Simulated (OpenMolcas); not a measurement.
**Er2+: moving or changing the point charges**

Er2+ among 6 point charges of -0.5 e arranged as an octahedron (Oh), 2.73 Å from the ion.

| Item | Value |
| --- | --- |
| Program | OpenMolcas |
| Method | CASSCF |
| Basis | ANO-RCC-VDZP [7s6p4d2f1g] |
| Scalar Hamiltonian | DKH2, point nucleus |
| Active space | 12 electrons in 7 orbitals (4f) |
| State averaging | 2S+1 = 3 even, 21 roots; 2S+1 = 1 even, 27 roots kept (CI in the orbitals of an earlier block) |
| Spin-orbit coupling | RASSI with atomic mean-field integrals over the reference wave functions |

Runs around this geometry, states (labels of O, the rotations of Oh). Energies in cm-1 above the lowest state or level, χT in cm3 K/mol; under a threefold ground state the first gap can be a small split of the lowest multiplet, not the spin-orbit step.

| R (Å) | Ground state | First state of that spin | First gap with spin-orbit (degeneracies) | Width of lowest J | χT at 300 K |
| --- | --- | --- | --- | --- | --- |
| 2.73 | 3T1 | 3E 9.9 | 8.1 (1, 3) | 64 | 7.144 |
| 2.92 | 3T1 | 3E 6.9 | 5.8 (1, 3) | 45 | 7.146 |
| 3.15 | 3T1 | 3E 4.6 | 3.9 (1, 3) | 31 | 7.147 |

Taking the width of the lowest J multiplet as R^-n, n = -ln(31 / 64) / ln(3.15 / 2.73) = 5.1 between the shortest and longest distance.

This is an electrostatic model: the charges have no orbitals. No measured value stands beside these numbers.
